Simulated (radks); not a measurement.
Sb I, configuration [Kr] 4d10 5s2 5p3. All-electron calculation, Dirac Kohn-Sham, PBE, spin-unpolarised, spherical densities, finite nucleus; open shells are shared between the two j in proportion to 2j + 1; Fermi nuclear charge, rms radius 4.6802 fm. Program: a radial shooting solver on a logarithmic mesh with Libxc functionals.

Unscreened Slater integrals over Kohn-Sham orbitals (eV). Large and small components are both included.

integral,value
"F0(5p3/2,5p3/2)",8.3174
"F2(5p3/2,5p3/2)",4.3459
"F0(5p3/2,5p1/2)",8.5162
"G2(5p3/2,5p1/2)",4.4360
"F0(5p3/2,5s1/2)",9.3688
"G1(5p3/2,5s1/2)",5.8124
"F0(5p3/2,4d5/2)",10.694
"F2(5p3/2,4d5/2)",2.5759
"G1(5p3/2,4d5/2)",0.82106
"G3(5p3/2,4d5/2)",0.72481
"F0(5p1/2,5p1/2)",8.7319
"F0(5p1/2,5s1/2)",9.6677
"G1(5p1/2,5s1/2)",6.2397
"F0(5p1/2,4d5/2)",11.174
"G3(5p1/2,4d5/2)",0.84512
"F0(5s1/2,5s1/2)",11.022
"F0(5s1/2,4d5/2)",13.613
"G2(5s1/2,4d5/2)",1.7555
"F0(4d5/2,4d5/2)",23.783
"F2(4d5/2,4d5/2)",11.945
"F4(4d5/2,4d5/2)",7.8756
